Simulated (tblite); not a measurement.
**Question.** Give a GFN2-xTB geometry of `C#C[Si@]1(C)C[C@@H](CC#N)C1`.

**Answer.** 
```
atom  x, y, z in Å
C1    -3.8425   -0.7133   -0.1377
C2    -2.7293   -0.2585   -0.1473
Si3   -1.0225    0.4661   -0.1529
C4    -1.0687    2.3322   -0.4703
C5     0.2576   -0.6143   -1.0847
C6     0.8006   -1.1643    0.2514
C7     2.3293   -1.1424    0.3580
C8     2.8385    0.1887    0.1597
N9     3.2209    1.2549   -0.0001
C10    0.0883   -0.2249    1.2472
H11   -4.8154   -1.1146   -0.1285
H12   -1.5771    2.5494   -1.4041
H13   -0.0669    2.7473   -0.5247
H14   -1.6036    2.8437    0.3235
H15    1.0108   -0.0338   -1.6157
H16   -0.1007   -1.3858   -1.7618
H17    0.4631   -2.1931    0.3991
H18    2.6464   -1.4897    1.3467
H19    2.7700   -1.7985   -0.3996
H20   -0.3804   -0.7448    2.0790
H21    0.7728    0.5128    1.6626
```

Any rigid rotation of these coordinates is as good. Atoms count from 1 in this order. The 4-membered ring Si3–C5–C6–C10 has internal angles of 76.4° to 100.3° (sum 358°, against 360° for a flat polygon); it is slightly puckered (a soft mode that the optimisation may not have finished), 0.07 Å rms from its mean plane, widest ring torsion 10°. The C–C distances run from 1.203 Å (C1≡C2, drawn triple) to 1.544 Å (C5–C6, drawn single), a spread of 0.341 Å. Of the pairs four or more bonds apart, C8···H15 is among the closest relative to their van der Waals radii: 2.56 Å, 88 % of the sum of Bondi's values. The C–Si distances run from 1.854 Å (C2–Si3, drawn single) to 1.917 Å (Si3–C5, drawn single), a spread of 0.063 Å.

Bonds between heavy atoms (Å): C1≡C2 1.203, C2–Si3 1.854, Si3–C4 1.893, Si3–C5 1.917, C5–C6 1.544, C6–C7 1.533, C7–C8 1.439, C8≡N9 1.144, C6–C10 1.543, Si3–C10 1.916.

Structure optimised with GFN2-xTB, isolated species.

Point group: near Cs, missed by 0.10 Å at most; the miss may be what the optimiser left on a soft mode. Its lowest GFN2-xTB frequency is 14 cm⁻¹, too small to tell a flat minimum from a shallow saddle. One conformer, not necessarily the lowest (C5–C6–C7–C8 57°, C2–Si3–C5–C6 -101°, Si3–C5–C6–C7 -133°, C5–C6–C10–Si3 10°, C2–Si3–C10–C6 101°).

These are computed values.
